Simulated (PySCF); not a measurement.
ClH₆NSi₃, SMILES Cl[SiH]1[SiH2]N[SiH2]1.

Geometry: PBE0-D3(BJ)/def2-SVP. The structure was generated by enumeration, and PubChem lists no compound with its InChIKey, so it may never have been made.

The numbers are results of PBE0-D3(BJ)/def2-SVP (PySCF), not measurements.

Frequencies are harmonic and unscaled.

```tsv
mode	ν (cm⁻¹)	IR (km/mol)	Raman (Å⁴/amu)	depolarisation	moving atoms (share of kinetic energy)
1	63	0.2	0.4	0.67	N 41 %, Cl 22 %, H 19 %, Si 19 %
2	126	1.0	4.2	0.75	Si 55 %, Cl 32 %, H 13 %
3	145	1.2	1.4	0.56	Si 38 %, H 28 %, Cl 21 %, N 13 %
4	334	0.7	6.7	0.63	Si 65 %, N 16 %, H 11 %, Cl 9 %
5	405	0.2	14.0	0.75	Si 62 %, H 38 %
6	410	10.2	24.2	0.06	Si 58 %, H 25 %, Cl 13 %
7	459	4.9	3.0	0.75	H 63 %, Si 36 %
8	465	63.8	5.5	0.24	H 80 %, Si 16 %
9	502	38.8	20.6	0.64	H 71 %, Si 26 %
10	576	59.5	5.4	0.60	Si 57 %, Cl 30 %, H 12 %
11	619	20.1	9.0	0.75	H 85 %, Si 14 %
12	686	0.2	6.7	0.75	H 93 %
13	698	59.6	10.5	0.49	H 65 %, N 24 %, Si 12 %
14	705	34.9	10.0	0.32	H 52 %, N 32 %, Si 16 %
15	722	18.6	15.5	0.75	H 79 %, Si 17 %
16	770	141.2	8.8	0.55	H 89 %, Si 10 %
17	862	123.5	5.2	0.75	N 41 %, H 40 %, Si 19 %
18	891	271.7	4.6	0.43	H 61 %, Si 21 %, N 19 %
19	964	237.2	0.1	0.75	H 96 %
20	996	10.3	31.5	0.75	H 90 %
21	1129	104.8	0.7	0.75	H 68 %, N 30 %
22	2201	204.2	108.6	0.75	H 97 %
23	2203	188.9	134.2	0.22	H 96 %
24	2208	74.4	170.3	0.75	H 96 %
25	2213	79.6	352.2	0.09	H 97 %
26	2238	95.6	220.8	0.17	H 97 %
27	3622	42.6	210.1	0.30	H 93 %
```
